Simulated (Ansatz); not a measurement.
Input for Ansatz (a first-principles code): R-wB97M-V/def2-TZVPP on AsBFH3O (SMILES OB(F)[AsH2]), a point of a torsion scan.

Ansatz 0.2 input:
```yaml
crystal:
  periodic: [false, false, false]
  atoms:
    - {symbol: O, position_ang: [-1.39348426, 0.18608622, -0.54153272]}
    - {symbol: B, position_ang: [-0.62545109, -0.49132763, 0.30943791]}
    - {symbol: F, position_ang: [-1.29379588, -1.34296723, 1.08945230]}
    - {symbol: As, position_ang: [1.41247303, -0.36347892, 0.55183695]}
    - {symbol: H, position_ang: [-0.98175475, 0.81774155, -1.13005466]}
    - {symbol: H, position_ang: [1.43352852, 1.08815023, 0.12460259]}
    - {symbol: H, position_ang: [1.65139924, -0.73412069, -0.89113492]}
basis:
  gaussian:
    orbitals: def2-TZVPP
hamiltonian:
  xc: {name: wB97M-V}
scf: {lower_state_search: off}
```

The head of its log:

```
WARN ansatz: RAYON_NUM_THREADS=1 ignored (pool sized by the plan → 1); use --threads N
Functional definition: wB97M-V
these checks for a lower state are left out or cut short: stability, starts, cluster_reference, orbital_swaps, neighbouring_geometries, increment
integrals: 0.13 GiB planned
1057 factors; their error is unknown
integrals: 0.16 GiB planned
223 factors; integrals over basis functions are off by at most 5.6e-6 eV
mean field: 1.09 GiB planned
mean field evaluation 1: about -66326.2313 eV, gradient 5.2e1 eV
mean field evaluation 2: about -66325.6725 eV, gradient 5.8e1 eV
```

Problem. Predict the final total energy.

Solution. -2437.6075 hartree.
